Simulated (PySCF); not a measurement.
CH₃Zn, SMILES [Zn+][CH3], charge +1. Heavy atoms are numbered as in [Zn+:1][CH3:2]. Hydrogens are named by the atom that carries them.

Coordinates come from a B3LYP-D3(BJ)/def2-TZVP optimisation. The multiplicity is an assumed one; other spin states were not compared. The isomer is the one that the SMILES or the coordinates give; other isomers of the formula were not compared.

Method: HF/pcSseg-2 in PySCF.

GIAO shieldings, no solvent; atoms alike by connectivity are averaged. δ = σ(ref) − σ: ¹³C against TMS (σ = 193.3 ppm); ¹H against TMS (σ = 31.98 ppm), references at their B3LYP-D3(BJ)/def2-TZVP geometries, non-relativistic.

Question: Estimate the chemical shifts. (Estimate from the structure and the level; the computed values follow.)

Answer: 
```tsv
nucleus	atoms	count	δ (ppm)
¹³C	C2 (CH3)	1	20.2
¹H	H on C2	3	2.83
```
